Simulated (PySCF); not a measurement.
Frontier levels across methods

Compound: C3H9Cl3Si2.
Z-matrix (Å and degrees, PBE0-D3(BJ)/def2-SVP geometry), rows numbered from 1:
```
C 
Si  1  1.8781
C   2  1.8780  1  112.20
C   2  1.8784  1  112.05  3  -127.08
Si  2  2.3320  1  106.98  3   116.87
Cl  5  2.0698  2  111.07  1    62.00
Cl  5  2.0691  2  112.02  1   -58.29
Cl  5  2.0695  2  110.93  1  -178.45
H   1  1.1008  2  110.67  3  -173.89
H   1  1.1018  2  110.75  3    66.12
H   1  1.1007  2  110.79  3   -53.97
H   3  1.1008  2  110.80  1    57.01
H   3  1.1009  2  110.65  1   176.88
H   3  1.1018  2  110.77  1   -63.13
H   4  1.1018  2  110.78  1    66.68
H   4  1.1008  2  110.68  1   -53.42
H   4  1.1009  2  110.73  1  -173.27
```

Basis pcSseg-1 throughout (PySCF), one geometry. Geometry: PBE0-D3(BJ)/def2-SVP; no solvent, vibrations or thermal averaging.

Problem. How do the orbital energies, the gap and the dipole change with the method?

Solution. 
| method | kind | HOMO (eV) | LUMO (eV) | gap (eV) | μ (D) | SCF cycles |
| --- | --- | --- | --- | --- | --- | --- |
| OPBE | GGA | -6.90 | -0.88 | 6.02 | 3.43 | 14 |
| B97-D | GGA | -6.92 | -0.84 | 6.08 | 3.42 | 14 |
| LDA | LDA | -6.99 | -1.23 | 5.77 | 3.48 | 13 |
| KT2 | GGA | -7.00 | -1.15 | 5.85 | 3.40 | 14 |
| KT3 | GGA | -7.02 | -0.99 | 6.03 | 3.35 | 15 |
| PBE0 | global hybrid | -8.10 | -0.19 | 7.91 | 3.50 | 12 |
| BHandHLYP | global hybrid | -9.20 | 0.83 | 10.04 | 3.53 | 12 |
| wB97X-D | range-separated hybrid | -9.91 | 1.51 | 11.42 | 3.55 | 13 |
| HF | Hartree–Fock | -10.90 | 3.27 | 14.17 | 3.63 | 10 |

The HOMO spans 4.00 eV, from OPBE down to HF, and the gap runs from 5.77 eV (LDA) to 14.17 eV (HF). Over the methods OPBE (0 %), B97-D (0 %), LDA (0 %), KT2 (0 %), KT3 (0 %), PBE0 (25 %), BHandHLYP (50 %), HF (100 %), a straight line through the gap against the share of exact exchange rises by 0.82 eV for each 10 % (correlation coefficient 0.999). The dipole ranges from 3.35 D (KT3) to 3.63 D (HF). This basis has no diffuse functions.

The vertical ΔSCF ionisation energy at B3LYP/def2-SVPD is 9.63 eV; −ε(HOMO) comes closest to it with wB97X-D (9.91 eV).
